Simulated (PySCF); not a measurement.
Coordinates in bohr (charge 0 multiplicity 3):
```
Mo    0.1327   -0.0323    0.0000
O     3.1659   -0.7702    0.0000
F    -1.6805    0.4088   -3.0004
F    -1.6805    0.4088    3.0004
```

All numbers come from PySCF, UPBE0, basis Mo def2-TZVP with ECP28, O def2-TZVP, F def2-TZVP (scalar-relativistic core potentials, no spin–orbit coupling, density fitting).

This geometry of MoOF₂ is a stationary point at this level.

What is the point group?

C2v.

Is it a minimum?

Yes: all harmonic wavenumbers are real.

List the harmonic modes with their infrared intensities.


```csv
symmetry,ω (cm⁻¹),IR (km/mol),type
b1,154,24.8,bend
a1,169,8.6,bend
b2,212,16.3,bend
a1,664,91.2,stretch
b2,676,204,stretch
a1,1081,180,stretch
```

What is the atomisation energy, with and without zero-point energy?

1581 kJ/mol without, 1564 kJ/mol with.

In C2v the vibrations span b1 + 3a1 + 2b2. Here b1 is antisymmetric to the molecular plane and b2 lies in it.

This need not be the most stable arrangement of these atoms. With open d or f shells other occupations or spin states may lie lower.
